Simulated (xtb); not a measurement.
Input for xtb: GFN2-xTB on GeH4N2 (SMILES [NH2][Ge][NH2]), a point of a torsion scan.

```
$ xtb mol.xyz --gfn 2 --sp --chrg 0 --uhf 0
7

N      1.41829751     0.09694464    -0.06507727
Ge    -0.19579704     0.10557132     0.77144208
N      0.14188491     1.57014320     1.79421691
H      1.67922977    -0.58650046    -0.75746272
H      2.17679865     0.74626213     0.07499164
H      0.98794031     2.11842241     1.80732325
H     -0.52140033     1.95280759     2.44862605
```

Output:

```
[...]
           -------------------------------------------------
          |                Calculation Setup                |
           -------------------------------------------------



           -------------------------------------------------
          |                 G F N 2 - x T B                 |
           -------------------------------------------------

        Reference                      10.1021/acs.jctc.8b01176
      * Hamiltonian:
        H0-scaling (s, p, d)           1.850000    2.230000    2.230000
        zeta-weighting                 0.500000
      * Dispersion:
        s8                             2.700000
        a1                             0.520000
        a2                             5.000000
        s9                             5.000000
      * Repulsion:
        kExp                           1.500000    1.000000
        rExp                           1.000000
      * Coulomb:
        alpha                          2.000000
        third order                    shell-resolved
        anisotropic                    true
        a3                             3.000000
        a5                             4.000000
        cn-shift                       1.200000
        cn-exp                         4.000000
        max-rad                        5.000000


          ...................................................
          :                      SETUP                      :
          :.................................................:
          :  # basis functions                  22          :
          :  # atomic orbitals                  21          :
          :  # shells                           11          :
          :  # electrons                        18          :
          :  max. iterations                   250          :
          :  Hamiltonian                  GFN2-xTB          :
          :  restarted?                      false          :
          :  GBSA solvation                  false          :
          :  PC potential                    false          :
          :  electronic temp.          300.0000000     K    :
          :  accuracy                    1.0000000          :
          :  -> integral cutoff          0.2500000E+02      :
          :  -> integral neglect         0.1000000E-07      :
          :  -> SCF convergence          0.1000000E-05 Eh   :
          :  -> wf. convergence          0.1000000E-03 e    :
          :  Broyden damping             0.4000000          :
          :  net charge                          0          :
          :  unpaired electrons                  0          :
          ...................................................

 iter      E             dE          RMSdq      gap      omega  full diag
   1     -8.4526603 -0.845266E+01  0.134E+01    1.48       0.0  T
   2     -9.2389976 -0.786337E+00  0.163E+01    4.74       1.0  T
   3     -9.7368887 -0.497891E+00  0.808E+00    5.34       1.0  T
   4     -9.7762312 -0.393424E-01  0.728E+00    5.34       1.0  T
   5     -9.9211829 -0.144952E+00  0.243E+00    4.90       1.0  T
   6     -9.9298230 -0.864006E-02  0.571E-01    4.16       1.0  T
   7     -9.9310557 -0.123273E-02  0.413E-01    4.22       1.0  T
   8     -9.9322458 -0.119007E-02  0.219E-02    4.39       1.7  T
   9     -9.9322340  0.117647E-04  0.421E-02    4.41       1.0  T
  10     -9.9322453 -0.112214E-04  0.130E-02    4.40       2.9  T
  11     -9.9322464 -0.110854E-05  0.877E-04    4.39      43.1  T
  12     -9.9322464 -0.211381E-08  0.177E-04    4.39     214.0  T
  13     -9.9322464 -0.247180E-10  0.226E-05    4.39    1674.1  T

   *** convergence criteria satisfied after 13 iterations ***

         #    Occupation            Energy/Eh            Energy/eV
      -------------------------------------------------------------
         1        2.0000           -0.6023536             -16.3909
       ...           ...                  ...                  ...
         3        2.0000           -0.5559227             -15.1274
         4        2.0000           -0.4953364             -13.4788
         5        2.0000           -0.4827663             -13.1367
         6        2.0000           -0.4332319             -11.7888
         7        2.0000           -0.3779073             -10.2834
         8        2.0000           -0.3771460             -10.2627
         9        2.0000           -0.3541962              -9.6382 (HOMO)
        10                         -0.1928532              -5.2478 (LUMO)
        11                         -0.0994573              -2.7064
        12                         -0.0494895              -1.3467
        13                          0.0652943               1.7767
        14                          0.0928217               2.5258
       ...                                ...                  ...
        21                          0.7906789              21.5155
      -------------------------------------------------------------
                  HL-Gap            0.1613430 Eh            4.3904 eV
             Fermi-level           -0.2735247 Eh           -7.4430 eV

 SCC (total)                   0 d,  0 h,  0 min,  0.004 sec
 SCC setup                      ...        0 min,  0.000 sec (  1.366%)
 Dispersion                     ...        0 min,  0.000 sec (  0.627%)
 classical contributions        ...        0 min,  0.000 sec (  0.244%)
 integral evaluation            ...        0 min,  0.000 sec ( 10.812%)
 iterations                     ...        0 min,  0.002 sec ( 51.387%)
 molecular gradient             ...        0 min,  0.001 sec ( 33.348%)
 printout                       ...        0 min,  0.000 sec (  1.931%)

         :::::::::::::::::::::::::::::::::::::::::::::::::::::
         ::                     SUMMARY                     ::
         :::::::::::::::::::::::::::::::::::::::::::::::::::::
         :: total energy              -9.841254291554 Eh    ::
         :: gradient norm              0.000157921934 Eh/a0 ::
         :: HOMO-LUMO gap              4.390367253257 eV    ::
         ::.................................................::
         :: SCC energy                -9.932246310501 Eh    ::
         :: -> isotropic ES            0.017927941412 Eh    ::
         :: -> anisotropic ES          0.002962244492 Eh    ::
         :: -> anisotropic XC          0.003495217453 Eh    ::
         :: -> dispersion             -0.002947827466 Eh    ::
         :: repulsion energy           0.090992018946 Eh    ::
         :: add. restraining           0.000000000000 Eh    ::
         :: total charge              -0.000000000000 e     ::
         :::::::::::::::::::::::::::::::::::::::::::::::::::::

           -------------------------------------------------
          |                Property Printout                |
           -------------------------------------------------

    * Orbital Energies and Occupations

         #    Occupation            Energy/Eh            Energy/eV
      -------------------------------------------------------------
         1        2.0000           -0.6023536             -16.3909
         2        2.0000           -0.5652908             -15.3823
         3        2.0000           -0.5559227             -15.1274
         4        2.0000           -0.4953364             -13.4788
         5        2.0000           -0.4827663             -13.1367
         6        2.0000           -0.4332319             -11.7888
         7        2.0000           -0.3779073             -10.2834
         8        2.0000           -0.3771460             -10.2627
         9        2.0000           -0.3541962              -9.6382 (HOMO)
        10                         -0.1928532              -5.2478 (LUMO)
        11                         -0.0994573              -2.7064
Note: The following floating-point exceptions are signalling: IEEE_UNDERFLOW_FLAG IEEE_DENORMAL
normal termination of xtb
        12                         -0.0494895              -1.3467
        13                          0.0652943               1.7767
        14                          0.0928217               2.5258
        15                          0.0971293               2.6430
        16                          0.1516900               4.1277
        17                          0.1689058               4.5962
        18                          0.2566129               6.9828
        19                          0.2836457               7.7184
        20                          0.5027302              13.6800
        21                          0.7906789              21.5155
      -------------------------------------------------------------
                  HL-Gap            0.1613430 Eh            4.3904 eV
             Fermi-level           -0.2735247 Eh           -7.4430 eV

     #   Z          covCN         q      C6AA      α(0)
     1   7 N        2.553    -0.407    30.599     8.215
     2  32 Ge       1.666     0.244   251.299    33.154
     3   7 N        2.553    -0.407    30.599     8.215
     4   1 H        0.860     0.138     1.485     1.909
     5   1 H        0.860     0.147     1.421     1.867
     6   1 H        0.860     0.147     1.421     1.867
     7   1 H        0.860     0.138     1.485     1.909

 Mol. C6AA /au·bohr⁶  :        981.649032
 Mol. C8AA /au·bohr⁸  :      47704.937603
 Mol. α(0) /au        :         57.137733


Wiberg/Mayer (AO) data.
largest (>0.10) Wiberg bond orders for each atom

 ---------------------------------------------------------------------------
     #   Z sym  total        # sym  WBO       # sym  WBO       # sym  WBO
 ---------------------------------------------------------------------------
     1   7 N    3.231 --     2 Ge   1.282     4 H    0.962     5 H    0.949
     2  32 Ge   2.641 --     1 N    1.282     3 N    1.282
     3   7 N    3.231 --     2 Ge   1.282     7 H    0.962     6 H    0.949
     4   1 H    0.981 --     1 N    0.962
     5   1 H    0.978 --     1 N    0.949
     6   1 H    0.978 --     3 N    0.949
     7   1 H    0.981 --     3 N    0.962
 ---------------------------------------------------------------------------

Topologies differ in total number of bonds
Writing topology from bond orders to xtbtopo.mol

molecular dipole:
                 x           y           z       tot (Debye)
 q only:       -0.109      -0.082      -0.010
   full:        0.188       0.140       0.018       0.598
molecular quadrupole (traceless):
                xx          xy          yy          xz          yz          zz
 q only:        0.656       0.635      -0.086      -0.900       0.899      -0.569
  q+dip:        0.948       1.213       0.018      -1.250       2.904      -0.966
   full:        0.421       0.468       0.002      -1.093       2.487      -0.423


           -------------------------------------------------
          | TOTAL ENERGY               -9.841254291554 Eh   |
          | GRADIENT NORM               0.000157921934 Eh/α |
          | HOMO-LUMO GAP               4.390367253257 eV   |
           -------------------------------------------------

------------------------------------------------------------------------
------------------------------------------------------------------------
 total:
 SCF:
```

The run finished.

Cost: around 0.03 core-seconds (rough).
